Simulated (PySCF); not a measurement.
## C₆ coefficients of unlike pairs at TPSS

Calculated with PySCF 2.14 from the dipole response of each species, C₆(A,B) = (3/π) ∫ α_A(iu) α_B(iu) du, in atomic units, from isotropic polarisabilities. For ions this is the dispersion term alone; charge-induced terms of lower order in 1/R come first.

```
species           configuration                                        basis      relativity  α (bohr³)  C₆ (like pair)
   Zn²⁺          [Ar] 3d10 (1S)                     def2-TZVPPD (6s6p4d2f1g)            none      2.076           4.116
   Te²⁺  [Kr] 4d10 5s2 5p2 (3P)  aug-cc-pV5Z-PP with ECP28MDF (8s8p6d4f3g2h)  core potential      15.00           99.71
   Si²⁺           [Ne] 3s2 (1S)                  aug-cc-pVQZ-DK (7s6p4d3f2g)   spin-free X2C      12.11           42.51
    P²⁺       [Ne] 3s2 3p1 (2P)                   aug-cc-pV(T+d)Z (6s5p4d2f)            none      9.373           34.37
```

Problem. Estimate C₆ for Si²⁺ with Zn²⁺.

Solution. The integral gives 10.70. The combination rule 2 C_A C_B / (C_A α_B/α_A + C_B α_A/α_B) gives 11.18 and the geometric mean 13.23.

No spin-orbit coupling is included.

The other pairs:

| pair | C₆ |
| --- | --- |
| Si²⁺, Te²⁺ | 63.37 |
| Te²⁺, Zn²⁺ | 18.38 |
| P²⁺, Si²⁺ | 37.80 |
| P²⁺, Zn²⁺ | 10.31 |
| P²⁺, Te²⁺ | 58.27 |
